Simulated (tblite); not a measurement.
C5H8N2S.
Bonds: C1–C2, C2–C3, C2–C4, C4–N5 (aromatic), N5–N6 (aromatic), N6–C7 (aromatic), C7–S8 (aromatic), C4–S8 (aromatic). Hydrogens: H9, H10, H11 on C1; H12 on C2; H13, H14, H15 on C3; H16 on C7.

Computed geometry: GFN2-xTB, gas phase.

Question: What internal coordinates does the optimisation give?

Answer: 
```tsv
bond	length (Å)	order
C1–C2, C2–C3	1.531	single
C2–C4	1.489	single
C4–N5	1.284	aromatic
N5–N6	1.323	aromatic
N6–C7	1.280	aromatic
C7–S8	1.736	aromatic
C4–S8	1.759	aromatic
C1–H9 and 5 like bonds	1.087	single
C2–H12	1.095	single
C7–H16	1.071	single
```

Bonds in one row agree within 0.01 Å and their mean is given. Orders are formal, as drawn. A selection of angles:
```tsv
angle	degrees
C2–C1–H9	110.7
C2–C1–H10	109.9
H9–C1–H10	108.7
C1–C2–C3	110.8
C1–C2–C4	109.4
C1–C2–H12	109.3
C4–C2–H12	108.5
C2–C4–N5	124.8
C2–C4–S8	122.7
N5–C4–S8	112.5
C4–N5–N6	114.6
N5–N6–C7	113.5
N6–C7–S8	114.1
N6–C7–H16	124.0
S8–C7–H16	121.9
C4–S8–C7	85.3
```

Torsions: C1–C2–C4–N5 -61° (synclinal).

The C–S distances run from 1.736 Å (C7–S8, aromatic) to 1.759 Å (C4–S8, aromatic), a spread of 0.023 Å. The 5-membered ring C4–N5–N6–C7–S8 has internal angles of 85.3° to 114.6°; it is planar, 0.00 Å rms from its mean plane, widest ring torsion 0°. The C–C distances run from 1.489 Å (C2–C4, drawn single) to 1.531 Å (C1–C2, drawn single), a spread of 0.042 Å. S8 (thiophene-type sulfur) is bent (angle 85.3°). Of the pairs four or more bonds apart, N5···H15 is among the closest relative to their van der Waals radii: 2.77 Å, 101 % of the sum of Bondi's values.

Point group: Cs (every atom within 0.08 Å of its image). Its lowest GFN2-xTB frequency is 18i cm⁻¹, too small to tell a flat minimum from a shallow saddle. One conformer, not necessarily the lowest.
